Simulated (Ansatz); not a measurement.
Consider the formal exchange of groups at a B–C bond: `BC1OC1=C` + `[CH3][GeH2][CH3]` → `B[CH2][GeH2][CH3]` + `C=C1CO1`.

Computed with Ansatz on PBE0-D4/def2-TZVP structures; ΔE is electronic, products minus reactants. CBS: MP2 limit from def2 TZ/QZ plus the TZ coupled-cluster correction, frozen cores. Functionals use def2-TZVPP. B3LYP here is the variant with VWN-RPA as its local correlation; programs differ in this. For Ge outer-core shells are correlated without core-valence functions, which leaves a few kJ/mol of doubt a bond. Scalar relativity is left out up to krypton. One conformer a species, not always the lowest.

`BC1OC1=C`:

Cartesian coordinates in Å:
```
B -1.529 0.616 -0.541
C -0.092 0.972 -0.150
O 0.300 0.805 1.283
C 0.643 -0.144 0.427
C 1.257 -1.305 0.366
H -1.857 0.714 -1.686
H -2.275 0.186 0.282
H 0.517 1.720 -0.652
H 1.711 -1.736 1.248
H 1.325 -1.829 -0.577
```

`[CH3][GeH2][CH3]`:

Cartesian coordinates in Å:
```
C 0.622 -1.514 0.151
Ge 0.042 0.118 -0.754
C -0.660 1.407 0.538
H 1.015 -2.236 -0.566
H -0.216 -1.972 0.680
H 1.405 -1.287 0.876
H -1.051 -0.225 -1.788
H 1.233 0.741 -1.511
H -1.512 0.982 1.071
H 0.109 1.668 1.267
H -0.986 2.319 0.036
```

`B[CH2][GeH2][CH3]`:

Z-matrix (Å, degrees):
```
Ge
C 1 2.009
B 1 2.618 2 35.4
C 1 1.949 2 109.1 3 113.8
H 1 1.539 2 108.1 3 -123.8
H 1 1.545 2 110.1 3 -6.5
H 2 1.089 1 106.3 3 121.1
H 2 1.090 1 104.6 3 -120.5
H 3 1.200 1 105.5 2 116.9
H 3 1.199 1 109.1 2 -114.6
H 4 1.091 1 110.5 2 -178.3
H 4 1.091 1 109.7 2 -58.5
H 4 1.091 1 110.2 2 61.3
```

`C=C1CO1`:

Z-matrix (Å, degrees):
```
C
C 1 1.429
O 1 1.464 2 55.4
H 1 1.086 2 120.2 3 100.1
H 1 1.086 2 120.2 3 -100.2
C 2 1.314 1 156.7 3 -180.0
H 6 1.082 2 120.9 1 180.0
H 6 1.080 2 119.8 1 -0.0
```

| level | ΔE (kJ/mol) | difference from CCSD(T)/CBS |
| --- | --- | --- |
| PBE-D4 | -6.8 | 1.5 |
| PBE0-D4 | -8.2 | 0.1 |
| B3LYP-D4 | -2.9 | 5.4 |
| ωB97M-V | -7.3 | 1.0 |
| B2PLYP | -3.2 | 5.1 |
| PBE | -5.9 | 2.4 |
| B3LYP | -1.4 | 6.9 |
| HF/def2-TZVPP | 1.3 | 9.6 |
| MP2/def2-TZVPP | -8.0 | 0.3 |
| SCS-MP2/def2-TZVPP | -6.2 | 2.1 |
| CCSD/def2-TZVPP | -7.3 | 1.0 |
| CCSD(T)/def2-TZVPP | -7.8 | 0.5 |
| SCS-MP2/def2-QZVPP | -6.2 | 2.1 |
| HF/CBS(def2) | 1.4 | 9.7 |
| MP2/CBS(def2) | -8.4 | -0.1 |
| CCSD/CBS(def2) | -7.7 | 0.6 |
| CCSD(T)/CBS | -8.3 | 0 |

Largest T1 diagnostic among the species: 0.014.

In def2-TZVPP, CCSD(T) changes the Hartree–Fock value by −9.2 kJ/mol (the triples alone add −0.6 kJ/mol) and MP2 by −9.3 kJ/mol.
